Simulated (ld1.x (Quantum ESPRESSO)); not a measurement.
## W: one change to a PAW potential, before and after

ld1.x (Quantum ESPRESSO) 7.5 input, shortened:

```
&input
   title='W', zed=74., rel=1, dft='PBE', iswitch=3,
   config='[Xe] 4f14 5d4 6s2 6p0'
 /
 &inputp
   pseudotype=3, lpaw=.true., tm=.true., lloc=-1, rcloc=2.75,
   nlcc=.true., new_core_ps=.true., rcore=0.85,
   which_augfun='BESSEL', rmatch_augfun=0.90
 /
8
6S  1  0   2.00   0.00  2.35  2.80  0.0
6S  1  0   0.00   3.50  2.35  2.80  0.0
6P  2  1   0.00   0.00  2.35  3.25  0.0
6P  2  1   0.00   4.00  2.35  3.25  0.0
5D  3  2   4.00   0.00  1.75  2.30  0.0
5D  3  2   0.00   2.75  1.75  2.30  0.0
4F  4  3  14.00   0.00  0.95  1.20  0.0
4F  4  3   0.00  -1.60  0.95  1.20  0.0
 &test
   configts(1)='4f14 5d4 6s2 6p0'
 /
```

Change: waves 6s (bound): rcut 2.35, rcutus 2.60 bohr; 6s channel at 3.5 Ry: rcut 2.35, rcutus 2.60 bohr.

Cutoffs: the cutoffs (Ry, on a coarse ladder) from which the occupation-weighted sum of valence levels, in a spherical-Bessel basis at the reference potential, stays within 10 and 1 mRy of its value at 400 Ry; they do not see the model core or the augmentation charge, which bear on the density cutoff. Errors are all-electron minus pseudo energies relative to the spin-unpolarised reference configuration.

Q: What does the change do?

A: The potential gets neither clearly harder nor softer (140 Ry and 230 Ry → 140 Ry and 230 Ry); of the 7 tests that both files solve, the error grows in 3 and shrinks in 0 by more than 15 % and 0.3 meV (median size 29.8 → 33.0 meV); neither file shows a bound ghost at the reference potential, the only one tested. That the errors move this way runs against the usual rule that smaller radii transfer better.

```tsv
quantity	base	changed
cutoff, loose	140 Ry	140 Ry
cutoff, tight	230 Ry	230 Ry
bound ghosts	none	none
error for 4f14 5d4 6s1 6p0, meV [ΔE 8.88 eV]	-2.3	-4.2
error for 4f14 5d4 6s0 6p0, meV [ΔE 24.56 eV]	-14	-17
error for 4f14 5d3 6s0 6p0, meV [ΔE 49.94 eV]	-149	-152
error for 4f13 5d5 6s1 6p0, meV [ΔE 41.82 eV]	-1556	-1589
error for 4f14 5d5 6s0 6p0, meV [ΔE 9.69 eV]	-30	-33
error for 4f13 5d5 6s2 6p0, meV [ΔE 32.72 eV]	-1404	-1523
error for 4f14 5d4 6s1.5 6p0, meV [ΔE 3.63 eV]	-0.8	-1.5
s: phases at 3.54 bohr within 0.05 rad from the reference energy up to (Ry; the scan ends near 5)	to the end of the scan	to the end of the scan
p: phases at 3.54 bohr within 0.05 rad from the reference energy up to (Ry; the scan ends near 5)	to the end of the scan	to the end of the scan
d: phases at 3.54 bohr within 0.05 rad from the reference energy up to (Ry; the scan ends near 5)	to the end of the scan	to the end of the scan
f: phases at 3.54 bohr within 0.05 rad from the reference energy up to (Ry; the scan ends near 5)	3.0	3.0
lowest overlap eigenvalue by channel	s 0.69, p 0.86, d 0.21, f 1.00	s 0.80, p 0.86, d 0.21, f 1.00
```

Changed file: These tests converged, but a pseudo level misses the all-electron one widely, so the file describes the atom poorly there or has found another state: 4f13 5d5 6s1 6p0: 4f by 3.5 eV; 4f13 5d5 6s2 6p0: 4f by 3.2 eV.
